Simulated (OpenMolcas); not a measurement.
W4+ (d2) in a complex was computed by CASSCF with the d shell active (OpenMolcas, ANO-RCC-VDZP on the metal). Its lowest spin-free states, and all those of the highest spin:

| 2S+1 | Degeneracy | E (cm-1) |
| --- | --- | --- |
| 3 | 2 | 0.0 |
| 3 | 1 | 508.2 |
| 1 | 1 | 9309 |
| 1 | 2 | 9463 |
| 1 | 2 | 10058 |
| 1 | 1 | 22872 |
| 3 | 2 | 50068 |
| 3 | 1 | 50336 |
| 3 | 2 | 57616 |
| 3 | 1 | 57867 |
| 1 | 2 | 59039 |
| 1 | 1 | 59370 |
| 3 | 1 | 101529 |

Question: Is the site octahedral, tetrahedral or cube-like, axial, or of lower symmetry?

Answer: The states with 2S+1 = 3 have orbital degeneracies 2, 1, 2, 1, 2, 1, 1. There are pairs but no triples, so the site is axial: not cubic, but with a proper or improper axis of order three or more. The run had W4+ with 6 ligands (ammonia) in octahedral coordination (S6) at 2.08 Å. Ligand basis ANO-RCC-VDZP.

An orbital doublet at a regular site is open to a Jahn-Teller distortion, which this geometry leaves out. Without dynamic correlation the repulsion within the d shell is too large (B by tens of per cent), so at a given field states of lower spin stand too high. The least metal-like active orbital is 67 % on the metal (Löwdin) and no ligand orbital is active, so the numbers are rough. With metal d orbitals alone the field can be off either way by tens of per cent. Ligand-to-metal charge-transfer states are missing. With no ligand orbital active B as a rule stays too high, so bands that hang on it stand too high and its fall with covalency is understated. No measured value stands beside these numbers; the geometry was imposed, not optimised, and the real ion may take another.
